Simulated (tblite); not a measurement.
Compound: C3H10OSSi2.
Numbering: `[CH3:1][Si@@H:2]1[CH2:3][SiH2:4][O:5][CH2:6][S:7]1` (hydrogens: H8, H9, H10 on C1; H11 on Si2; H12, H13 on C3; H14, H15 on Si4; H16, H17 on C6)

A start from a force field or distance geometry was refined with tblite 0.8.0, GFN2-xTB geometry optimisation, gas phase. Values at the start:

| coordinate | start |
| --- | --- |
| C1–Si2 | 1.861 Å |
| C1–H8 | 1.103 Å |
| Si2–C3 | 1.833 Å |
| Si2–S7 | 2.156 Å |
| Si2–H11 | 1.480 Å |
| C3–Si4 | 1.855 Å |
| C3–H12 | 1.094 Å |
| C3–H13 | 1.089 Å |
| Si4–O5 | 1.683 Å |
| Si4–H14 | 1.473 Å |
| Si4–H15 | 1.473 Å |
| O5–C6 | 1.420 Å |
| C6–S7 | 1.821 Å |
| C6–H16 | 1.103 Å |
| C6–H17 | 1.091 Å |
| C1–Si2–C3 | 112.2° |
| C1–Si2–S7 | 108.0° |
| Si2–C3–Si4 | 105.7° |
| Si2–S7–C6 | 100.3° |
| C3–Si2–S7 | 108.9° |
| C3–Si4–O5 | 110.9° |
| Si4–O5–C6 | 118.4° |
| O5–C6–S7 | 113.2° |
| C1–Si2–C3–Si4 | -172° |
| Si2–C3–Si4–O5 | 54° |
| C3–Si4–O5–C6 | -67° |
| Si4–O5–C6–S7 | 73° |

Problem. How do these coordinates change at the GFN2-xTB level?

Solution. 
| coordinate | GFN2-xTB (Å or °) | change |
| --- | --- | --- |
| Si2–C3 | 1.900 | +0.067 |
| Si4–O5 | 1.629 | -0.054 |
| C3–Si4 | 1.905 | +0.050 |
| O5–C6 | 1.371 | -0.049 |
| C1–Si2 | 1.890 | +0.029 |
| Si4–H14 | 1.452 | -0.021 |
| C1–H8 | 1.085 | -0.018 |
| C6–H16 | 1.092 | -0.011 |
| Si2–H11 | 1.471 | -0.009 |
| C6–S7 | 1.828 | +0.007 |
| Si4–H15 | 1.467 | -0.006 |
| Si2–S7 | 2.162 | +0.006 |
| C6–H17 | 1.095 | +0.004 |
| C3–H12 | 1.091 | -0.003 |
| C3–H13 | 1.087 | -0.002 |
| Si4–O5–C6 | 129.0 | +10.6 |
| Si2–C3–Si4 | 109.8 | +4.1 |
| Si2–S7–C6 | 98.4 | -1.9 |
| C1–Si2–C3 | 113.8 | +1.6 |
| C3–Si2–S7 | 107.4 | -1.5 |
| C3–Si4–O5 | 109.6 | -1.3 |
| O5–C6–S7 | 114.3 | +1.1 |
| C1–Si2–S7 | 107.1 | -0.9 |
| C3–Si4–O5–C6 | -52 | +15 |
| Si2–C3–Si4–O5 | 40 | -14 |
| C1–Si2–C3–Si4 | -167 | +5 |
| Si4–O5–C6–S7 | 69 | -4 |

The energy falls by 7.0 kcal/mol over 78 L-BFGS steps, the largest force on an atom goes from 1.78 to 0.009 eV/Å, and the atoms move by 0.185 Å rms after alignment. The bond that changes most is Si2–C3 (SiH silicon to sp3 carbon bound to silicon), which lengthens by 0.067 Å. Bonds longer at the end by more than 0.005 Å: 5 of 17; shorter: 8. Among the dihedrals that turn most is Si2–C3–Si4–H14, from 175° to 150°. Rotational constants go from 2145, 1332, 887.2 to 2161, 1270, 862.0 MHz.

On one thread of an Arm Neoverse N1, no GPU, shared host with 64 logical CPUs at a one-minute load of 53, this took 1.1 s.

Its GFN2-xTB frequencies are all real (lowest 75 cm⁻¹). The numbers are those of one conformer.

The numbers are calculated, not measured.
